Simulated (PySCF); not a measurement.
hexachlorodisiloxane (Cl6OSi2), singlet, geometry from GFN2-xTB. Base run: PBE/3-21G (PySCF).

Here is a job for PySCF.
```python
from pyscf import gto, scf, dft

mol = gto.M(
    atom='''
Cl    2.251618    0.115588   -1.777728
Si    1.565282    0.367784    0.079931
Cl    2.564359   -0.722954    1.417208
Cl    1.478914    2.297908    0.587097
O     0.049417   -0.209575    0.101454
Si   -1.550659   -0.429797   -0.049911
Cl   -2.087614    0.283562   -1.836766
Cl   -2.414397    0.574750    1.443541
Cl   -1.828177   -2.399161    0.094182
''',
    basis='3-21g',
    charge=0,
    spin=0,
    verbose=5,
)

mf = dft.RKS(mol)
mf.xc = 'pbe'
mf.kernel()
```

The base run was repeated with changes; each row names its change, and settings that it needs were set with it.

```tsv
change	ΔE vs base (mEh)	fitting functions	dipole (D)
base	0.000	-	0.11
auxbasis = default (with mf = mf.density_fit())	-1.149	1101	0.11
auxbasis = cc-pvdz-jkfit	___	___	0.11
auxbasis = def2-svp-ri	-6005.8	544	0.12
auxbasis = def2-universal-jfit	-2.568	457	0.11
auxbasis = even-tempered beta=3.0	-14.508	517	0.11
auxbasis = cc-pvtz-ri	___	___	0.11
auxbasis = even-tempered beta=2.0	-1.508	795	0.11
auxbasis = cc-pvtz-jkfit	___	___	0.11
auxbasis = def2-universal-jkfit	-1.149	1101	0.11
```

**Question.** Fill in the missing entries.

**Answer.** 
- auxbasis = cc-pvdz-jkfit, ΔE vs base (mEh): -1.435
- auxbasis = cc-pvdz-jkfit, fitting functions: 966
- auxbasis = cc-pvtz-ri, ΔE vs base (mEh): -106.7
- auxbasis = cc-pvtz-ri, fitting functions: 1057
- auxbasis = cc-pvtz-jkfit, ΔE vs base (mEh): -1.350
- auxbasis = cc-pvtz-jkfit, fitting functions: 1047

A fitting set is made for a task (jfit for Coulomb, jkfit for Coulomb and exchange, ri for correlation) and for a family of orbital bases.
